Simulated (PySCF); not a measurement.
An unknown gives this computed stick spectrum. The calculation used TDDFT CAM-B3LYP/def2-SVPD, vertical, gas phase, core orbitals frozen in the response (PySCF 2.14.0, density-fitted response routines). Geometries: PBE0-D3(BJ)/def2-SVP, one conformer each.

| state | ν̃ (cm⁻¹) | f | main configurations (H = HOMO, L = LUMO) |
| --- | --- | --- | --- |
| S1 | 48690 | 0.175 | H→L (90%) |
| S2 | 50430 | 0.014 | H→L+1 (84%) |
| S3 | 55580 | 0.020 | H→L+2 (73%), H→L+3 (12%) |
| S4 | 56680 | 0.035 | H→L+4 (31%), H-1→L (21%), H→L+7 (13%) |
| S5 | 57600 | 0.0055 | H→L+3 (74%), H→L+2 (11%) |
| S6 | 61440 | 0.0046 | H→L+4 (36%), H→L+5 (36%), H→L+7 (13%) |
| S7 | 62090 | 0.0040 | H→L+8 (27%), H→L+7 (25%), H→L+6 (22%) |
| S8 | 63600 | 0.050 | H→L+8 (27%), H→L+5 (22%), H→L+7 (17%) |
| S9 | 64700 | 0.017 | H→L+6 (37%), H→L+8 (19%), H→L+5 (11%) |
| S10 | 66690 | 0.052 | H-1→L+1 (38%), H-1→L (33%), H-1→L+2 (10%) |

Orbital energies (eV): HOMO-3 -12.72, HOMO-2 -12.18, HOMO-1 -9.89, HOMO -7.85, LUMO 1.17, LUMO+1 1.33, LUMO+2 1.77.

Question: Which structure fits?
A. `C=C1CCC[C@H](CF)C1`
B. `FC12CCC(CC1)CC2`
C. `O(C(F)F)c1occc1`

Answer: C. Its S1, at 6.04 eV, is the lowest among the candidates; the nearest of the others has S1 at 6.90 eV. S1 is HOMO→LUMO (90%). Löwdin shares by element: HOMO carbon 63% or more, oxygen 13% or more (atoms not listed hold the other 24%); LUMO carbon 47% or more, oxygen 17% or more (atoms not listed hold the other 36%). At the same level the other candidates give, for their lowest levels:
- `C=C1CCC[C@H](CF)C1`: 6.90 eV (f 0.135); 7.05 eV (f 0.294); 7.75 eV (f 0.027); 7.80 eV (f 0.006); 7.83 eV (f 0.000); T1 4.31 eV; HOMO -8.39, LUMO 1.21 eV
- `FC12CCC(CC1)CC2`: 7.91 eV (f 0.002 summed over 2 states); 8.60 eV (f 0.000); 8.70 eV (f 0.006); 8.83 eV (f 0.109 summed over 2 states); 8.86 eV (f 0.016 summed over 2 states); T1 7.72 eV; HOMO -9.57, LUMO 1.13 eV

Shape of the structure used: `[F:1][CH:2]([F:3])[O:4][c:5]1[cH:6][cH:7][cH:8][o:9]1`: F1–C2–O4–C5 -79°, C2–O4–C5–C6 -179°.
Triplets come from the Tamm–Dancoff approximation.
